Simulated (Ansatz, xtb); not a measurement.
## Ranking isomers of C5H3FN2

9 gas-phase structures of C5H3FN2, from a drawn sample of its isomers (lower ones may exist). Each was relaxed with GFN2-xTB:

A. `C#Cn1ccnc1F`, a singlet
B. `C#Cc1nc(F)c[nH]1`, a singlet
C. `C#Cn1cnc(F)c1`, a singlet
D. `C#Cc1[nH]cnc1F`, a singlet
E. `C#Cc1cnc(F)[nH]1`, a singlet
F. `C#Cc1ncc(F)[nH]1`, a singlet
G. `C#Cc1nc[nH]c1F`, a singlet
H. `C#Cn1cncc1F`, a singlet
I. `C#Cc1c[nH]c(F)n1`, a singlet

Question: Which do you expect lowest at r2SCAN-D4/def2-SVP, and how would the others follow?

Answer: Calculated order at r2SCAN-D4/def2-SVP: E (0.0), D (1.5), B (8.2), I (8.2), F (29.3), G (31.9), C (70.4), A (70.7), H (93.6) kJ/mol. Less than 1 kcal/mol parts E and D; B and I; F and G; C and A, so the order within those pairs means little.

Energies above the lowest of each column, in kJ/mol; the last columns are at PBE0-D3(BJ)/def2-SVP geometries and were run for some of them only (a dash: not run or not comparable):

```tsv
structure	GFN2-xTB	HF/STO-3G	r2SCAN-D4/def2-SVP	PBE0-D3(BJ)/def2-SVP	CCSD(T)/def2-SVP + ΔMP2/def2-TZVPP
E	0.0	0.0	0.0	0.0	0.0
D	8.1	4.6	1.5	2.3	2.1
B	9.8	11.5	8.2	9.9	7.1
I	8.1	3.3	8.2	7.5	3.9
F	14.7	13.3	29.3	29.6	26.7
G	21.7	11.0	31.9	30.4	26.6
C	5.8	49.1	70.4	–	–
A	5.5	41.6	70.7	–	–
H	16.8	51.6	93.6	–	–
```

Every level run on E puts it lowest or level with the lowest. CCSD(T)/def2-SVP + ΔMP2/def2-TZVPP orders those it was run on as E (0.0), D (2.1), I (3.9), B (7.1), G (26.6), F (26.7) kJ/mol. Less than 1 kcal/mol parts E and D; D and I; I and B; G and F, so the order within those pairs means little. Frequencies (GFN2-xTB) were run for B, D, E, F, G, I alone. ΔMP2 is the change of the MP2 energy from the smaller to the larger basis.

Over these structures GFN2-xTB departs from r2SCAN-D4/def2-SVP by 29.4 kJ/mol on average once a common shift is removed. A GFN2-xTB relaxation took about 0.19 s and the r2SCAN-D4/def2-SVP energy about 4.5 s on a shared host (Ansatz 0.2.0, xtb 6.7.1).
